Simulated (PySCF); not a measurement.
## Bond curve of InSn

Set-up: basis In cc-pVDZ-PP with ECP28, Sn cc-pVDZ-PP with ECP28; scalar-relativistic core potentials; PySCF 2.14. Energies in eV from In + Sn in their ground configurations at the same level. All curves are PBE0. state 1: ⁴Σ⁻ (quartet), unpaired electrons σ ↑, π ↑↑; state 2: Ms = 0.5 determinant of mixed spin (⟨S²⟩ near 1.8), unpaired electrons σ ↓, π ↑↑, a second solution, started from another occupation; state 3: ²Π (doublet), unpaired electrons π ↑, a second solution, started from another occupation; state 4: ²Π (doublet), unpaired electrons π ↑, a second solution, started from another occupation.

```csv
R (Å),state 1,state 2,state 3,state 4
2.457,-1.417,-1.092,0.074,-0.6565
2.571,-1.764,-1.429,-0.500,-0.8289
2.686,-1.949,-1.603,-0.876,-0.8692
2.771,-2.012,-1.658,-1.063,-0.8437
2.857,-2.029,-1.668,-1.187,-0.7888
2.943,-2.012,-1.644,-1.262,-0.7182
3.057,-1.951,-1.577,-1.303,-0.6161
3.200,-1.834,-1.457,-1.287,-0.4923
3.371,-1.663,-1.287,-1.200,-0.3628
3.600,-1.414,-1.052,-1.022,-0.2298
```

Put a parabola through the three lowest points of the state 1 curve and estimate Re, k and ωe (reduced mass 58.67 u; 1 eV/Å² = 0.16022 mdyn/Å; ωe = 1302.8·√(k/μ) cm⁻¹).

Through R = 2.771, 2.857, 2.943 Å the second-order coefficient is 2.30 eV/Å², so Re ≈ 2.857 Å, k ≈ 0.737 mdyn/Å and ωe ≈ 146 cm⁻¹. A polynomial fit of higher order to the unrounded PBE0 energies gives Re = 2.852 Å, k = 0.756 mdyn/Å, ωe = 148 cm⁻¹; anharmonicity and rounding make the difference.

The higher-order fit for each curve: state 1: Re = 2.852 Å, ωe = 148 cm⁻¹, De = 2.03 eV; state 2: Re = 2.835 Å, ωe = 150 cm⁻¹, minimum 1.67 eV below the ground-state fragments; state 3: Re = 3.090 Å, ωe = 126 cm⁻¹, minimum 1.31 eV below the ground-state fragments; state 4: Re = 2.674 Å, ωe = 174 cm⁻¹, minimum 0.87 eV below the ground-state fragments.

⟨S²⟩ of the unrestricted solution departs from its pure value on part of the curve, where spin states mix. These are scalar-relativistic numbers at best; spin–orbit coupling would shift them, the dissociation energy most. The state is the lowest determinant that a PBE0 search found; another state may lie lower at other levels.
